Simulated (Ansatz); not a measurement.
The cluster Al₄F₂⁻: single points at one geometry.

```yaml
crystal:
  periodic: [false, false, false]
  atoms:
    - {symbol: Al, position_ang: [-0.775951, 0.977937, -0.382762]}
    - {symbol: Al, position_ang: [-1.487466, -1.321596, 0.586525]}
    - {symbol: Al, position_ang: [0.924547, -0.883311, -0.264430]}
    - {symbol: Al, position_ang: [0.437494, 0.528564, 2.026095]}
    - {symbol: F, position_ang: [-1.430505, 2.408695, -1.113530]}
    - {symbol: F, position_ang: [2.331871, -1.710289, -0.851889]}
basis:
  gaussian: {orbitals: def2-TZVPD, initial_orbitals: start.molden}
total_charge: -1
magnetization: {spin_polarized: true, initial_magnetization: 1}
hamiltonian: {xc: pbe0, dispersion: d4}
scf: {omitted_lower_state_checks: [starts]}
output: {orbitals: {seedname: orbitals}}
```

The file start.molden holds the orbitals of an earlier run on this structure, at another level or in another basis.

```sh
$ ansatz run in.yaml --threads 4 --pin off --events-out ev --progress --plain --max-ram 4787MiB
```

It prints (some lines left out):

```
Functional definition: PBE0
1570 factors; their error is unknown
mean field evaluation 1: about -31807.7432 eV, gradient 1.4e2 eV
mean field evaluation 2: about -31812.0079 eV, gradient 5.1e0 eV
mean field evaluation 4: about -31812.2790 eV, gradient 5.2e-3 eV
mean field evaluation 8: about -31812.3416 eV, gradient 1.5e-5 eV
mean field -31812.34160107 eV, -1169.0819906597 hartree, gradient 6.7e-6 eV, S^2 0.838048; 0 other end points of the search recorded, 0 dependent functions left out
reference -31812.34164831 eV, -1169.0819923957 hartree; 36, 35 occupied and 216, 217 virtual orbitals, 1570 factors
Total energy: -31812.52441019 eV, -1169.0887087711 hartree
Checks for a lower state left out: starts
```

Hardware: 4 threads of Arm Neoverse N1 on a shared host. Wall time 45 s, peak host memory 1.6 GiB.

Geometry: PBE-D4/def2-SVPD.

The structure comes from a short search, and lower isomers may exist.
